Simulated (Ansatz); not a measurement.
# Worked example: C2H9NSi → [SiH3]+ + C2H6N + e⁻

Species: C2H9NSi `CN(C)[SiH3]`, singlet; [SiH3]+ `[SiH3+]`, singlet; C2H6N `C[N]C`, doublet. 

Shapes, held fixed at every level: PBE0-D4/def2-TZVP. Programs: Ansatz 0.2.0. Electronic energies: no zero-point or thermal term.

At CCSD(T)/CBS estimate; 1 Eh = 27.2114 eV:

```
species  energy (Eh)
C2H9NSi  -425.299810
[SiH3]+  -290.511056
  C2H6N  -134.339414
```

**Question.** Work out ΔE of the reaction at this level.

**Answer.** 
1. Products less reactants: (-290.511056) + (-134.339414) − [(-425.299810)] = 0.449340 Eh = +12.23 eV.

Other levels give +10.41 (HF/def2-TZVPP) to +12.68 eV (SPW92/def2-TZVPP). No measured value is set beside it here. Open shells run unrestricted unless RO is named. The CBS estimate extrapolates MP2 from def2-TZVPP and def2-QZVPP and adds CCSD(T) − MP2 in the triple-zeta set, cores frozen. The onset seen in experiment also holds zero-point changes and kinetic shifts.
